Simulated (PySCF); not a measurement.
Exact mass, isotope pattern and composition

Species: `CC1=CC=NC=C1`.

Calculated for natural abundance.

Problem. What are the average molar mass and the monoisotopic mass?

Solution. For C6H7N, with standard atomic weights, 6 × 12.011 + 1 × 14.007 + 7 × 1.008 = 93.129 g/mol. From the most abundant isotopes (12C, 14N, 1H), 6 × 12.000000 + 1 × 14.003074 + 7 × 1.007825 = 93.0578 u.

Problem. Give the isotope pattern of the molecular ion M+•, merging species of the same nominal mass.

Solution. 
| nominal mass | m/z (centroid) | relative intensity |
| --- | --- | --- |
| 93 | 93.0573 | 100.0 |
| 94 | 94.0604 | 6.9 |
| 95 | 95.0633 | 0.2 |

Cut off at 0.1 %. One electron mass, 0.00055 u, is taken off.

Problem. How much CO2 and H2O would complete combustion of 20.00 mg give?

Solution. 214.76 μmol of compound give 56.71 mg CO2 and 13.54 mg H2O.

Problem. What share of all molecules is the monoisotopic species?

Solution. 0.9893^6 × 0.99632 × 0.999885^7 = 93.33 %.

Problem. Give the mass fraction of each element.

Solution. C 77.38 %, N 15.04 %, H 7.58 %.

Problem. Count the protons, neutrons and electrons of the monoisotopic species, and give its exact less its nominal mass.

Solution. 50 protons, 43 neutrons and 50 electrons; 93.0578 − 93 = +0.0578 u.

Problem. Which m/z would the protonated, sodiated and deprotonated molecule have?

Solution. [M+H]+ 94.0651, [M+Na]+ 116.0471, [M−H]− 92.0506, for the monoisotopic species (arithmetic only; whether such ions form is another matter).
